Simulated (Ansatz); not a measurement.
C6H13N2 (SMILES CC([NH])=NC(C)(C)C), doublet, geometry from GFN2-xTB; PBE/def2-SV(P) in Ansatz (an electronic-structure program).

The Ansatz input:
Ansatz 0.2 input:
```yaml
crystal:
  periodic: [false, false, false]
  atoms:
    - {symbol: C, position_ang: [2.75695495, 0.06175012, 0.50308770]}
    - {symbol: C, position_ang: [1.43990704, 0.30051241, -0.17124707]}
    - {symbol: N, position_ang: [1.43853016, 0.91157644, -1.31014185]}
    - {symbol: N, position_ang: [0.36306617, 0.00027161, 0.50198493]}
    - {symbol: C, position_ang: [-0.99142069, -0.21126302, 0.16025720]}
    - {symbol: C, position_ang: [-1.17888265, -1.10298505, -1.07675854]}
    - {symbol: C, position_ang: [-1.59666904, -0.92816789, 1.38644891]}
    - {symbol: C, position_ang: [-1.72787853, 1.13142671, -0.01564791]}
    - {symbol: H, position_ang: [3.52822685, 0.64080000, 0.00549270]}
    - {symbol: H, position_ang: [3.00622209, -0.99597748, 0.43955306]}
    - {symbol: H, position_ang: [2.69453331, 0.33682136, 1.55207026]}
    - {symbol: H, position_ang: [0.55788060, 1.03185870, -1.79175611]}
    - {symbol: H, position_ang: [-0.81798842, -0.61001216, -1.97657508]}
    - {symbol: H, position_ang: [-0.62590409, -2.03176232, -0.95428324]}
    - {symbol: H, position_ang: [-2.23228868, -1.33687939, -1.21012120]}
    - {symbol: H, position_ang: [-1.45057885, -0.32238581, 2.27613724]}
    - {symbol: H, position_ang: [-2.65972820, -1.09229400, 1.23396434]}
    - {symbol: H, position_ang: [-1.10549810, -1.88612231, 1.53479096]}
    - {symbol: H, position_ang: [-1.36095661, 1.65905144, -0.89312157]}
    - {symbol: H, position_ang: [-2.79452660, 0.95498935, -0.13043575]}
    - {symbol: H, position_ang: [-1.56263388, 1.76133654, 0.85454107]}
basis:
  gaussian:
    orbitals: def2-SV_P_.json
    point_charges:
      - {charge: 0.5, position_ang: [-4.2532, -4.9958, -2.3566]}
hamiltonian:
  xc: pbe
magnetization: {spin_polarized: true, initial_magnetization: 1}
```
The basis file holds def2-SV(P) in the JSON format of the Basis Set Exchange.

Task: What does Ansatz print? Leave out banner, timings and long lists.

Result: 
```
Functional definition: PBE
1942 factors; their error is unknown
mean field evaluation 1: about -9371.9888 eV, gradient 6.4e1 eV
mean field evaluation 2: about -9352.3663 eV, gradient 8.6e1 eV
mean field evaluation 4: about -9390.4969 eV, gradient 1.8e1 eV
mean field evaluation 8: about -9392.0805 eV, gradient 3.5e-1 eV
mean field evaluation 16: about -9391.9818 eV, gradient 3.3e-3 eV
mean field evaluation 32: about -9391.9688 eV, gradient 1.6e0 eV
mean field -9391.98175033 eV, -345.1489632109 hartree, gradient 1.2e-5 eV, S^2 0.756392; 4 other end points of the search recorded, 0 dependent functions left out
reference -9391.98179516 eV, -345.1489648580 hartree; 32, 31 occupied and 106, 107 virtual orbitals, 1942 factors
Total energy: -9391.98179516 eV, -345.1489648580 hartree
```
